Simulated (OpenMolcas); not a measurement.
## Sn IV: CASPT2 settings compared

| Property | Result |
| --- | --- |
| Program | OpenMolcas 26.06 |
| Basis | ANO-RCC-VTZP [7s6p4d2f1g] |
| Scalar Hamiltonian | X2C, point nucleus |
| Active space | 1 electron in 8 orbitals (5s 5p 6s 6p) |
| State averaging | 2S+1 = 2 even, 1 root; 2S+1 = 2 odd, 3 roots |
| Spin-orbit coupling | RASSI with atomic mean-field integrals over the reference wave functions, term energies averaged over their components |

Methods on the same reference wave functions:
A. CASSCF
B. SS-CASPT2, IPEA 0.35 Eh, real shift 0.05 Eh (closed shells correlated: 4d)
C. SS-CASPT2, IPEA 0.1 Eh, no level shift (closed shells correlated: 4d)

Energies in cm⁻¹ above 5s ²S_1/2, the measured ground level; measured values from Moore, Atomic Energy Levels, vol. III, NSRDS-NBS 35 (1971 reprint of NBS Circular 467, 1958).

| Level | A | B | C | Measured |
| --- | --- | --- | --- | --- |
| 5s ²S_1/2 | 0.0 | 0.0 | 0.0 | 0.0 |
| 5p ²P°_1/2 | 68024 | 71374 | 71422 | 69564 |
| 5p ²P°_3/2 | 73361 | 76711 | 76758 | 76072 |

Deviations, from unrounded energies. A percentage is the sum of absolute deviations over the sum of measured energies, with the sign that they share, or ± where signs differ.

| Against measurement | Levels | A | B | C |
| --- | --- | --- | --- | --- |
| mean absolute deviation (cm-1) | 2 | 2100 | 1200 | 1300 |
| other configurations (%) | 2 | -2.9 | +1.7 | +1.7 |

B, C lie about equally close to measurement and A furthest from it. The largest miss of B in the table is 5p ²P°_1/2, by +1800 cm-1. The ranking rests on the paired levels alone, and a cruder setting can come out closer through cancelling errors.

Between B and C the level of the table that moves most is 5p ²P°_1/2, by 47 cm-1 (lowest in B, highest in C).

The lowest spin-free term lies below A's lowest term by 0.376 hartree in B, 0.377 hartree in C.

With one active electron outside closed inactive shells, the extra shells (6p 6s) add no correlation to the reference. With one active electron the reference holds no correlation, so core polarisation is missing (holds for A). With one active electron, CASPT2 adds the correlation within the correlated inactive shells and between them and that electron, and leaves the splitting within a term as the reference gives it (holds for B; C). Measured partners are found by configuration, term and J. A level has none where our copy of the source lacks it or the pairing is in doubt (some pairs that miss far off the trend of their configuration count as doubtful), and it then counts in no deviation. Levels of configurations outside the active space are missing.

° marks odd parity.
